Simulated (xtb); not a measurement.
Job for xtb: GFN2-xTB on BrGeHS (SMILES [SH][Ge][Br]), a point of a torsion scan.

```
$ xtb mol.xyz --gfn 2 --opt vtight --chrg 0 --uhf 0 --input xcontrol
4

S     -1.27847941     0.39682190     0.41565046
Ge     0.72847879     1.01647704    -0.27489835
Br     1.94748812    -0.82965256    -0.98054040
H     -1.72689965    -0.74545242    -0.26278453
$constrain
  force constant=1.0
  dihedral: 4,1,2,3,330.0
$end
```

Program output:

```
[...]
           -------------------------------------------------
          |                Calculation Setup                |
           -------------------------------------------------



           -------------------------------------------------
          |                 G F N 2 - x T B                 |
           -------------------------------------------------

        Reference                      10.1021/acs.jctc.8b01176
      * Hamiltonian:
        H0-scaling (s, p, d)           1.850000    2.230000    2.230000
        zeta-weighting                 0.500000
      * Dispersion:
        s8                             2.700000
        a1                             0.520000
        a2                             5.000000
        s9                             5.000000
      * Repulsion:
        kExp                           1.500000    1.000000
        rExp                           1.000000
      * Coulomb:
        alpha                          2.000000
        third order                    shell-resolved
        anisotropic                    true
        a3                             3.000000
        a5                             4.000000
        cn-shift                       1.200000
        cn-exp                         4.000000
        max-rad                        5.000000


          ...................................................
          :                      SETUP                      :
          :.................................................:
          :  # basis functions                  31          :
          :  # atomic orbitals                  28          :
          :  # shells                           10          :
          :  # electrons                        18          :
          :  max. iterations                   250          :
          :  Hamiltonian                  GFN2-xTB          :
          :  restarted?                      false          :
          :  GBSA solvation                  false          :
          :  PC potential                    false          :
          :  electronic temp.          300.0000000     K    :
          :  accuracy                    1.0000000          :
          :  -> integral cutoff          0.2500000E+02      :
          :  -> integral neglect         0.1000000E-07      :
          :  -> SCF convergence          0.1000000E-05 Eh   :
          :  -> wf. convergence          0.1000000E-03 e    :
          :  Broyden damping             0.4000000          :
          :  net charge                          0          :
          :  unpaired electrons                  0          :
          ...................................................

 iter      E             dE          RMSdq      gap      omega  full diag
   1     -9.4472855 -0.944729E+01  0.220E+01    1.60       0.0  T
   2     -9.4086854  0.386001E-01  0.204E+01    4.07       1.0  T
   3     -9.8758983 -0.467213E+00  0.719E+00    3.20       1.0  T
   4     -9.7889792  0.869192E-01  0.117E+01    2.35       1.0  T
   5     -9.8721782 -0.831990E-01  0.233E+00    3.38       1.0  T
   6     -9.8840900 -0.119118E-01  0.123E+00    3.18       1.0  T
   7     -9.8850157 -0.925737E-03  0.631E-01    3.17       1.0  T
   8     -9.8855526 -0.536826E-03  0.394E-01    3.11       1.0  T
   9     -9.8851582  0.394397E-03  0.452E-01    3.08       1.0  T
  10     -9.8855755 -0.417390E-03  0.166E-01    3.11       1.0  T
  11     -9.8856556 -0.800523E-04  0.626E-02    3.13       1.0  T
  12     -9.8856604 -0.481388E-05  0.139E-02    3.13       3.6  T
  13     -9.8856607 -0.241246E-06  0.227E-03    3.13      22.0  T
  14     -9.8856607 -0.296502E-08  0.103E-03    3.13      48.6  T
  15     -9.8856607  0.455610E-08  0.128E-03    3.13      39.0  T
  16     -9.8856607 -0.301303E-08  0.807E-04    3.13      62.0  T
  17     -9.8856607 -0.191046E-08  0.481E-05    3.13    1040.4  T

   *** convergence criteria satisfied after 17 iterations ***

         #    Occupation            Energy/Eh            Energy/eV
      -------------------------------------------------------------
         1        2.0000           -0.8410894             -22.8872
       ...           ...                  ...                  ...
         3        2.0000           -0.6581139             -17.9082
         4        2.0000           -0.5048721             -13.7383
         5        2.0000           -0.4517406             -12.2925
         6        2.0000           -0.4383887             -11.9292
         7        2.0000           -0.4365130             -11.8781
         8        2.0000           -0.4096236             -11.1464
         9        2.0000           -0.4064308             -11.0595 (HOMO)
        10                         -0.2912832              -7.9262 (LUMO)
        11                         -0.2171557              -5.9091
        12                         -0.1825577              -4.9676
        13                         -0.1565591              -4.2602
        14                  
[...]
  2.0000           -0.8396257             -22.8474
       ...           ...                  ...                  ...
         3        2.0000           -0.6648538             -18.0916
         4        2.0000           -0.5061822             -13.7739
         5        2.0000           -0.4516653             -12.2904
         6        2.0000           -0.4376808             -11.9099
         7        2.0000           -0.4342733             -11.8172
         8        2.0000           -0.4112603             -11.1910
         9        2.0000           -0.4054238             -11.0321 (HOMO)
        10                         -0.2969148              -8.0795 (LUMO)
        11                         -0.2142359              -5.8297
        12                         -0.1967352              -5.3534
        13                         -0.1527695              -4.1571
        14                         -0.0382754              -1.0415
       ...                                ...                  ...
        28                          1.1651448              31.7052
      -------------------------------------------------------------
                  HL-Gap            0.1085089 Eh            2.9527 eV
             Fermi-level           -0.3511693 Eh           -9.5558 eV

 SCC (total)                   0 d,  0 h,  0 min,  0.003 sec
 SCC setup                      ...        0 min,  0.000 sec (  1.708%)
 Dispersion                     ...        0 min,  0.000 sec (  0.446%)
 classical contributions        ...        0 min,  0.000 sec (  0.167%)
 integral evaluation            ...        0 min,  0.001 sec ( 29.864%)
 iterations                     ...        0 min,  0.001 sec ( 22.517%)
 molecular gradient             ...        0 min,  0.001 sec ( 42.992%)
 printout                       ...        0 min,  0.000 sec (  2.026%)

         :::::::::::::::::::::::::::::::::::::::::::::::::::::
         ::                     SUMMARY                     ::
         :::::::::::::::::::::::::::::::::::::::::::::::::::::
         :: total energy              -9.879216120123 Eh    ::
         :: gradient norm              0.000014478027 Eh/a0 ::
         :: HOMO-LUMO gap              2.952678305458 eV    ::
         ::.................................................::
         :: SCC energy                -9.894016900988 Eh    ::
         :: -> isotropic ES           -0.007916379581 Eh    ::
         :: -> anisotropic ES          0.002083344510 Eh    ::
         :: -> anisotropic XC         -0.009296522714 Eh    ::
         :: -> dispersion             -0.003176469162 Eh    ::
         :: repulsion energy           0.014782173259 Eh    ::
         :: add. restraining           0.000018607606 Eh    ::
         :: total charge              -0.000000000000 e     ::
         :::::::::::::::::::::::::::::::::::::::::::::::::::::

           -------------------------------------------------
          |                Property Printout                |
           -------------------------------------------------

    * Orbital Energies and Occupations

         #    Occupation            Energy/Eh            Energy/eV
      -------------------------------------------------------------
         1        2.0000           -0.8396257             -22.8474
         2        2.0000           -0.7234615             -19.6864
         3        2.0000           -0.6648538             -18.0916
         4        2.0000           -0.5061822             -13.7739
         5        2.0000           -0.4516653             -12.2904
         6        2.0000           -0.4376808             -11.9099
         7        2.0000           -0.4342733             -11.8172
         8        2.0000           -0.4112603             -11.1910
         9        2.0000           -0.4054238             -11.0321 (HOMO)
        10                         -0.2969148              -8.0795 (LUMO)
        11                         -0.2142359              -5.8297
        12                         -0.1967352              -5.3534
        13                         -0.1527695              -4.1571
        14                         -0.0382754              -1.0415
        15                         -0.0251920              -0.6855
        16                         -0.0227186              -0.6182
        17                         -0.0081180              -0.2209
        18                          0.0047916               0.1304
        19                          0.0237562               0.6464
        20                          0.0322167               0.8767
       ...                                ...                  ...
        28                          1.1651448              31.7052
      -------------------------------------------------------------
                  HL-Gap            0.1085089 Eh            2.9527 eV
             Fermi-level           -0.3511693 Eh           -9.5558 eV

     #   Z          covCN         q      C6AA      α(0)
     1  16 S        1.809    -0.354   156.544    21.059
     2  32 Ge       1.716     0.377   246.661    32.834
     3  35 Br       0.840    -0.217   190.864    22.274
     4   1 H        0.923     0.194     1.129     1.662

 Mol. C6AA /au·bohr⁶  :       1836.045169
 Mol. C8AA /au·bohr⁸  :     122309.568743
 Mol. α(0) /au        :         77.828985


Wiberg/Mayer (AO) data.
largest (>0.10) Wiberg bond orders for each atom

 ---------------------------------------------------------------------------
     #   Z sym  total        # sym  WBO       # sym  WBO       # sym  WBO
 ---------------------------------------------------------------------------
Note: The following floating-point exceptions are signalling: IEEE_DENORMAL
normal termination of xtb
     1  16 S    2.203 --     2 Ge   1.259     4 H    0.912
     2  32 Ge   2.591 --     3 Br   1.284     1 S    1.259
     3  35 Br   1.317 --     2 Ge   1.284
     4   1 H    0.962 --     1 S    0.912
 ---------------------------------------------------------------------------

Topologies differ in total number of bonds
Writing topology from bond orders to xtbtopo.mol

molecular dipole:
                 x           y           z       tot (Debye)
 q only:        0.156       0.673      -0.245
   full:       -0.151       1.781       0.028       4.543
molecular quadrupole (traceless):
                xx          xy          yy          xz          yz          zz
 q only:       -2.620       5.329       2.755       3.109      -1.718      -0.135
  q+dip:       -4.982      11.118       3.671       6.642      -4.750       1.310
   full:       -5.652      11.195       2.654       7.611      -4.617       2.998

           -------------------------------------------------
          |                Geometry Summary                 |
           -------------------------------------------------

      molecular mass/u    :      185.6038061
   center of mass at/Å    :        0.7717354       0.0922560      -0.4387227
  moments of inertia/u·Å² :        0.8799847E+02   0.3361415E+03   0.4233286E+03
rotational constants/cm⁻¹ :        0.1915673E+00   0.5015040E-01   0.3982162E-01

 * 1 selected distances

     #   Z          #   Z                                           value/Å
     1  16 S        4   1 H                                       1.3276486 (max)

 * 1 distinct bonds (by element types)

   Z      Z             #   av. dist./Å        max./Å        min./Å
   1 H   16 S           1     1.3276486     1.3276486     1.3276486


optimized geometry written to: xtbopt.xyz


           -------------------------------------------------
          | TOTAL ENERGY               -9.879216120123 Eh   |
          | GRADIENT NORM               0.000014478027 Eh/α |
          | HOMO-LUMO GAP               2.952678305458 eV   |
           -------------------------------------------------

------------------------------------------------------------------------
------------------------------------------------------------------------
 total:
 SCF:
 ANC optimizer:
```

The run finished.

Warnings raised: the energy holds the restraint's term.

Cost: about 0.07 core-seconds (a rough figure).
